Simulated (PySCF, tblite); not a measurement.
One entry of a table of gas-phase calculations, keyed by method. Lists by class give the value and the number of equivalent atoms.

```json
{
 "formula": "C4H9ClSi2",
 "smiles": "[SiH3][C@H]1CC(Cl)=C[SiH2]1",
 "charge": 0,
 "multiplicity": 1,
 "geometry_level": "GFN2-xTB",
 "atoms_angstrom": [
  ["Si", 2.23, -0.536, -0.23],
  ["C", 0.434, -0.018, -0.565],
  ["C", -0.579, -1.069, -0.08],
  ["C", -1.85, -0.387, 0.32],
  ["Cl", -3.226, -1.412, 0.561],
  ["C", -1.868, 0.926, 0.507],
  ["Si", -0.168, 1.641, 0.174],
  ["H", 2.496, -1.834, -0.86],
  ["H", 2.441, -0.658, 1.214],
  ["H", 3.129, 0.472, -0.791],
  ["H", 0.319, 0.071, -1.649],
  ["H", -0.773, -1.822, -0.847],
  ["H", -0.196, -1.603, 0.796],
  ["H", -2.754, 1.449, 0.821],
  ["H", 0.525, 2.042, 1.403],
  ["H", -0.166, 2.747, -0.786]
 ],
 "electronic_structure_code": "PySCF",
 "results": {
  "GFN2-xTB geometry": {
   "point_group": "C1",
   "rotational_constants_GHz": [2.624, 0.828, 0.652]
  },
  "PBE0/def2-SVPD ground state and vertical TDDFT (core frozen in the response)": {
   "dipole_D": 1.08,
   "homo_eV": -7.47,
   "lumo_eV": -0.53,
   "S1_eV": 6.22,
   "strongest_line_of_8_singlets_eV": 6.22,
   "T1_tda_eV": 4.12,
   "polarisability_au": 112.4,
   "r2_bohr2_about_centre_of_nuclear_charge": 1677.4,
   "singlets_eV_and_f": [
    [6.22, 0.163],
    [6.33, 0.001],
    [6.46, 0.046],
    [6.7, 0.013],
    [7.01, 0.003],
    [7.03, 0.005],
    [7.29, 0.03],
    [7.35, 0.006]
   ],
   "triplets_tda_eV": [4.12, 6.05, 6.14]
  },
  "PBE0/pcSseg-1 ground state and GIAO shieldings, non-relativistic": {
   "shift_vs_computed_TMS_C_by_class_ppm": [
    [166.3, 1],
    [126.7, 1],
    [47.0, 1],
    [2.3, 1]
   ],
   "shift_vs_computed_TMS_H_by_class_ppm": [
    [6.0, 1],
    [4.8, 1],
    [4.66, 1],
    [4.0, 3],
    [2.79, 1],
    [2.57, 1],
    [0.89, 1]
   ],
   "shielding_other_nuclei_by_class_ppm": [
    ["Si", 374.9, 1],
    ["Si", 417.4, 1],
    ["Cl", 668.5, 1]
   ],
   "charges_hirshfeld_e_by_atom": [0.31, -0.19, -0.07, 0.03, -0.03, -0.17, 0.34, -0.08, -0.08, -0.08, 0.04, 0.04, 0.04, 0.05, -0.08, -0.07]
  },
  "GFN2-xTB harmonic vibrations, gas phase": {
   "strongest_ir_bands_cm-1_km_per_mol_modes": [
    [784.3, 357.4, 1],
    [800.5, 347.9, 1],
    [2226.2, 180.9, 1],
    [2239.8, 379.6, 1],
    [2256.2, 394.4, 1],
    [2267.5, 430.3, 1]
   ],
   "zpe_kcal_per_mol": 67.5
  }
 }
}
```

The rotational constants make it an asymmetric top with κ = (2B − A − C)/(A − C) = -0.82, nearer the prolate limit (−1). No computed singlet falls in the visible range (750 to 380 nm, 1.65 to 3.26 eV); S1 lies 2.96 eV above its blue end. A dipole of 1.08 D is allowed in C1, and pure rotational transitions are dipole-allowed.

 NMR classes are plain means over equivalent atoms (diastereotopic ones count apart unless rotation or inversion swaps them), as if these changed places fast; in this geometry the members of some classes differ.

One conformer stands for the species.
